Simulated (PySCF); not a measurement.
## Sm³⁵⁺: ionisation energy

Sm³⁵⁺ [Ar] 3d9 (2D) → Sm³⁶⁺ [Ar] 3d8 (3F), as a difference of total energies. Computed with PySCF 2.14 in an uncontracted even-tempered set (18 s from 5.6 bohr⁻², ratio 2.5; 13 p from 7.3 bohr⁻², ratio 2.5; 8 d from 7.3 bohr⁻², ratio 2.5; 4 f from 33 bohr⁻², ratio 2.7; 3 g from 50 bohr⁻², ratio 2.7), with scalar relativity by spin-free X2C-1e. Correlated levels: outer shells: [Ne] frozen; virtual orbitals above 40 to 60 times the deepest correlated orbital energy dropped. The calculations carry no spin-orbit coupling.

```csv
method,ionisation energy (eV)
UHF,2477.1
LDA,2478.0
PBE,2476.8
PBE0,2477.5
r2SCAN,2476.5
revPBE,2476.7
TPSSh,2476.1
MP2 (outer shells),2478.9
SCS-MP2 (outer shells),2478.6
```

Spin-orbit coupling is strong in these open shells (close to jj coupling). The scalar numbers leave it out and a first-order estimate fails, so it can dominate the gap to the real levels.

Breit and QED terms and the two-electron picture change are absent.

For comparison: 2466 ± 5 eV (theoretical estimate listed by NIST; NIST Atomic Spectra Database, ionization energies).
